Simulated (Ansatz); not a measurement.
Program: Ansatz. Geometries: PBE0-D4/def2-TZVP. ΔE: electronic, gas phase. CBS: MP2 limit from def2 TZ/QZ plus the TZ coupled-cluster correction, frozen cores. This one scheme is used for every species. DFT in def2-TZVPP. B3LYP here is the variant with VWN-RPA as its local correlation; programs differ in this. For Br outer-core shells are correlated without core-valence functions, which leaves a few kJ/mol of doubt a bond. Scalar relativity is left out up to krypton. Each species was taken in one conformer, which may not be the lowest.

Consider the cleavage of the Si–Si bond: `N[SiH2][SiH2][SiH3]` + HBr → `[SiH3][SiH2]Br` + `N[SiH3]`.

(1) Is it downhill or uphill in electronic energy at CCSD(T)/CBS, and by how much? (Estimate.)

(2) What do these levels give: PBE, r2SCAN, B3LYP, MP2/def2-QZVPP, SCS-MP2/def2-QZVPP, MP2/CBS(def2)? (An estimate is asked.)

Largest T1 diagnostic among the species: 0.012.

Results:

(1) Computed: Downhill: ΔE = -0.92 eV.

(2) The calculation gave: PBE -0.77, r2SCAN -0.88, B3LYP -0.93, MP2/def2-QZVPP -1.01, SCS-MP2/def2-QZVPP -1.02, MP2/CBS(def2) -1.03 eV.

The D4 term adds +0.05 eV with B3LYP and +0.03 eV with PBE0; it sums over pairs of atoms, weighted by their polarisabilities, and B3LYP, whose exchange is more repulsive, gets the larger term. From PBE to PBE0 (25 % exact exchange), in def2-TZVPP and without D4, ΔE moves by −0.06 eV. In def2-TZVPP, CCSD(T) changes the Hartree–Fock value by +0.27 eV (the triples alone add +0.03 eV) and MP2 by +0.16 eV.
